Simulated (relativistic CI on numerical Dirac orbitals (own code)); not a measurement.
# Au3+: 5d valence photoemission

Computed with this model: Dirac-Coulomb-Breit CI, separate exchange-only KLI orbitals for each configuration, QED by a radiative potential, valence Slater integrals scaled by 0.7, multiplet model of photoemission in the sudden approximation; configurations [Xe] 4f14 5d8 → [Xe] 4f14 5d7; 80 K; Lorentzian 0.3 eV and Gaussian 0.5 eV FWHM. Energies are those of the free ion, without screening or charge transfer. The energies are binding energies and can lie tens of eV above those of solids. S is read from ⟨S²⟩ = S(S + 1).

Field parameters in Wybourne normalisation: D4h B²₀ = −7Ds, B⁴₀ = 21(Dq − Dt), B⁴₄ = 21√(5/14) Dq. The field is a parameter set, without covalency.

free ion: ground-state S = 0.96, centroid 46.28 eV. Peaks (eV, height): 44.7 (100), 46.1 (76), 47.1 (79), 47.7 (68).

D4h, 10Dq = 44550, Ds = -1500, Dt = -100 cm⁻¹: ground-state S = 0.99, centroid 47.07 eV. Peaks (eV, height): 43.1 (56), 43.9 (57), 47.1 (95), 48.2 (100), 49.2 (79).

D4h, 10Dq = 44550, Ds = -600, Dt = -100 cm⁻¹: ground-state S = 0.99, centroid 47.07 eV. Peaks (eV, height): 43.5 (78), 47.1 (88), 48.1 (100), 49.3 (82).

D4h, 10Dq = 44550, Ds = 300, Dt = -100 cm⁻¹: ground-state S = 1.00, centroid 47.07 eV. Peaks (eV, height): 43.5 (93), 47.1 (88), 48.1 (100), 49.3 (82).

D4h, 10Dq = 44550, Ds = 1200, Dt = -100 cm⁻¹: ground-state S = 0.99, centroid 47.07 eV. Peaks (eV, height): 43.5 (65), 47.1 (84), 48.2 (100), 49.3 (74).

D4h, 10Dq = 44550, Ds = 2100, Dt = -100 cm⁻¹: ground-state S = 0.99, centroid 47.07 eV. Peaks (eV, height): 43.1 (54), 44.0 (55), 46.9 (79), 48.2 (100), 49.5 (66).

Strongest unbroadened transitions for D4h, 10Dq = 44550, Ds = -1500, Dt = -100 cm⁻¹:

| Energy (eV) | Relative strength |
| --- | --- |
| 43.12 | 100.0 |
| 43.90 | 99.8 |
| 46.86 | 66.8 |
| 47.08 | 66.3 |
| 47.23 | 65.9 |
| 47.98 | 66.0 |
| 48.11 | 28.9 |
| 48.26 | 40.1 |
| 48.32 | 63.7 |
| 48.44 | 5.3 |
| 49.06 | 46.7 |
| 49.21 | 58.7 |
| 49.30 | 3.0 |
| 49.41 | 15.7 |
| 49.54 | 43.4 |
| 49.74 | 17.6 |
| 50.15 | 11.2 |
| 52.45 | 0.5 |
